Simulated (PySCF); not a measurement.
How methods differ on the interval between two levels of Kr+

Kr+ [Ar] 3d10 4s2 4p5 [2P3/2, M_J = 3/2] → Kr+ [Ar] 3d10 4s2 4p4 5s1 [4P5/2, M_J = 5/2], as a difference of total energies. All numbers are calculated (PySCF 2.14, the two-component X2C-1e Hamiltonian, in x2c-SVPall-2c with one added diffuse shell each of s, p, d type (6s7p4d, 47 functions)). Correlated levels: [Ne] frozen. "Screened" scales the spin-orbit matrix elements by Boettger's factors to mimic the two-electron term; Breit and QED terms are absent.

```csv
method,interval between two levels (cm⁻¹)
GHF (spin-free),109090
GMP2 (spin-free),111260
GHF (screened spin-orbit),108470
GMP2 (screened spin-orbit),110700
```

The spin-free rows relax to the high-spin LS determinant and lack the spin-orbit shift.

Errors of the correlated levels include the incompleteness of this basis and the frozen core.

The labels give the starting determinants; with spin-orbit coupling the two ends relaxed to ⟨J²⟩ = 3.76, ⟨L²⟩ = 2.01, ⟨S²⟩ = 0.76 and ⟨J²⟩ = 8.80, ⟨L²⟩ = 2.16, ⟨S²⟩ = 3.67.

Which method comes closest to the reference value, and which is furthest?

The reference is 112830 cm⁻¹ (measured; NIST Handbook of Basic Atomic Spectroscopic Data (Sansonetti and Martin, J. Phys. Chem. Ref. Data 34, 1559 (2005))). Closest: GMP2 (spin-free) (error -1564.0 cm⁻¹); furthest: GHF (screened spin-orbit) (error -4355.8 cm⁻¹).
